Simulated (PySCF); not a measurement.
F2OV, neutral, multiplicity 2. Atoms are numbered in the order given.

```xyz
4

V     -0.1183    -0.0471     0.0000
O      0.1176    -1.5753     0.0000
F      0.0989     0.7603    -1.5166
F      0.0989     0.7603     1.5166
```
Charge 0, spin multiplicity 2.

Geometry optimised at PBE0-D3(BJ)/def2-SVP. The spin state was assumed, not searched. The isomer is the one that the SMILES or the coordinates give; other isomers of the formula were not compared.

Calculation: PySCF with TDA-M06-2X/def2-SVPD.

Vertical excitations. 

| state | energy (eV) | λ (nm) | f | main pairs |
|---|---|---|---|---|
| root 1 | 1.37 | 907 | 0.001 | α HOMO→LUMO+1 88 % |
| root 2 | 2.93 | 424 | 0.001 | α HOMO→LUMO+3 92 % |
| root 3 | 3.58 | 346 | 0.004 | α HOMO→LUMO+2 66 %, α HOMO→LUMO+4 23 % |
| root 4 | 4.58 | 271 | 0.000 | α HOMO−1→LUMO+1 86 % |
| root 5 | 4.58 | 271 | 0.001 | α HOMO−2→LUMO+1 52 %, β HOMO−1→LUMO 15 %, β HOMO−1→LUMO+2 7 %, β HOMO−2→LUMO+2 7 % |
| root 6 | 4.74 | 262 | 0.001 | β HOMO→LUMO 90 % |
| root 7 | 4.82 | 257 | 0.001 | α HOMO−3→LUMO+1 63 %, α HOMO−1→LUMO 10 % |
| root 8 | 4.97 | 250 | 0.000 | α HOMO−2→LUMO 88 % |
| root 9 | 4.98 | 249 | 0.000 | α HOMO−1→LUMO 77 %, β HOMO−1→LUMO 6 % |
| root 10 | 5.09 | 243 | 0.002 | β HOMO−2→LUMO 42 %, β HOMO−1→LUMO 25 % |
Unrestricted roots are not spin-pure.
